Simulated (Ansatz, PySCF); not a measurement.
Process, species as SMILES: [CH-]=N -> C=[N-]
Each molecule is optimised on its own at B3LYP-D3(BJ)/def2-TZVP (Ansatz, a first-principles code).

Quantity: isomerisation energy (0 K, with B3LYP-D3(BJ) harmonic zero-point energies from PySCF), in kJ/mol. Valence correlation only, unless marked. No spin-orbit coupling. Non-relativistic. Anions need diffuse functions: aug- sets have them; def2-D sets add few; the other sets have none. CBS marks a two-point X^-3 extrapolation of the correlation energy; Hartree-Fock from the larger set.

```json
[
 {"level": "HF/6-31G", "program": "Ansatz", "isomerisation energy (kJ/mol)": "-94.3"},
 {"level": "HF/cc-pVTZ", "program": "Ansatz", "isomerisation energy (kJ/mol)": "-61.5"},
 {"level": "TPSS-D4/def2-TZVPD", "program": "PySCF + dftd4", "isomerisation energy (kJ/mol)": "-65.8"},
 {"level": "PBE0-D3(BJ)/def2-TZVPD", "program": "Ansatz + dftd3", "isomerisation energy (kJ/mol)": "-63.3"},
 {"level": "PW6B95-D3(BJ)/def2-TZVPD", "program": "PySCF + dftd3", "isomerisation energy (kJ/mol)": "-64.2"},
 {"level": "LC-wPBE/def2-TZVPD", "program": "Ansatz", "isomerisation energy (kJ/mol)": "-61.7"},
 {"level": "B2GP-PLYP-D3(BJ)/def2-TZVPD", "program": "Ansatz + dftd3", "isomerisation energy (kJ/mol)": "-64.2"},
 {"level": "MP2/def2-TZVPP", "program": "Ansatz", "isomerisation energy (kJ/mol)": "-62.5"},
 {"level": "CCSD/STO-3G", "program": "Ansatz", "isomerisation energy (kJ/mol)": "-98.6"},
 {"level": "CCSD/def2-QZVPP", "program": "Ansatz", "isomerisation energy (kJ/mol)": "-58.1"},
 {"level": "CCSD(T)/6-31G*", "program": "Ansatz", "isomerisation energy (kJ/mol)": "-84.5"},
 {"level": "CCSD(T)/aug-cc-pVQZ", "program": "Ansatz", "isomerisation energy (kJ/mol)": "-56.8"},
 {"level": "CCSD(T)/def2-QZVPPD", "program": "Ansatz", "isomerisation energy (kJ/mol)": "-55.8"},
 {"level": "CCSDT/cc-pVDZ", "program": "Ansatz", "isomerisation energy (kJ/mol)": "-60.1"},
 {"level": "CCSD(T)/CBS(aug-cc-pVTZ,aug-cc-pVQZ)", "program": "Ansatz", "isomerisation energy (kJ/mol)": "-57.3"}
]
```
